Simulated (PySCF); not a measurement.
Diagnose this run.

A geometry optimisation on Br2H4In2. Method: PBE0-D3(BJ)/def2-SVP geometry optimisation, gas phase, def2 core potentials past Kr in PySCF.

Driver input (Å, GFN2-xTB start):

```
{"job": {"xc": "PBE0", "basis": "def2-SVP", "d3": "d3bj", "grid": 1, "maxiter": 30, "shake": 0.03, "kind": "geom"}, "charge": 0, "multiplicity": 1}
In     1.5431     0.6626    -0.8515
H      1.3057     2.3667    -1.2120
H      2.6498    -0.3859    -1.1767
Br     0.8866     0.4307     1.7012
In    -1.4877    -0.7568     0.8347
H     -2.7228     0.3855     1.1648
H     -1.2877    -2.3904     1.1828
Br    -0.7487    -0.3980    -1.7270
```

Output:

```
step   0  E = -5529.85072455  max force = 0.050697
step   1  E = -5529.85919612  max force = 0.007929
step   2  E = -5529.85979896  max force = 0.003315
step   3  E = -5529.86007748  max force = 0.002030
step   4  E = -5529.86014720  max force = 0.001592
step   5  E = -5529.86012442  max force = 0.001667
step   6  E = -5529.86012353  max force = 0.002219
step   7  E = -5529.86021620  max force = 0.001475
step   8  E = -5529.86027048  max force = 0.000513
step   9  E = -5529.86028826  max force = 0.000937
step  10  E = -5529.86031392  max force = 0.001250
step  11  E = -5529.86034677  max force = 0.000799
step  12  E = -5529.86038499  max force = 0.000718
step  13  E = -5529.86041049  max force = 0.000721
step  14  E = -5529.86042406  max force = 0.000910
step  15  E = -5529.86043148  max force = 0.000874
step  16  E = -5529.86043932  max force = 0.000798
step  17  E = -5529.86044566  max force = 0.000799
step  18  E = -5529.86044804  max force = 0.000798
step  19  E = -5529.86044906  max force = 0.000797
step  20  E = -5529.86044952  max force = 0.000796
step  21  E = -5529.86044974  max force = 0.000796
step  22  E = -5529.86044986  max force = 0.000796
step  23  E = -5529.86044997  max force = 0.000796
step  24  E = -5529.86045008  max force = 0.000797
step  25  E = -5529.86045018  max force = 0.000796
step  26  E = -5529.86045029  max force = 0.000796
step  27  E = -5529.86045040  max force = 0.000796
step  28  E = -5529.86045050  max force = 0.000796
step  29  E = -5529.86045060  max force = 0.000796
step  30  E = -5529.86045071  max force = 0.000796
optimisation not converged
```

Energies are in Eh and forces in Eh/bohr.

Question: Which diagnosis fits best?
A. step limit reached while the energy was still falling
B. step limit reached with the energy going up and down
C. step limit reached with the energy nearly constant

Answer: C. After 31 gradient evaluations the largest force component was 0.00080 Eh/bohr against a threshold of 0.00045, and over the last 5 steps the energy changed by 0.000 kcal/mol in all, within a range of 0.000 kcal/mol, the last step by 0.000 kcal/mol. The energy rose in 1 of the 30 steps.

Q: What would you do next?

A: Restart from the last geometry, if need be with a computed Hessian or a finer grid, and confirm the end point by frequencies.

On one thread of an Intel Xeon Platinum 8375C at 2.90 GHz, shared host with 96 logical CPUs at a one-minute load of 32, this took 7.2 min of wall time and 0.64 GiB of memory at its peak.
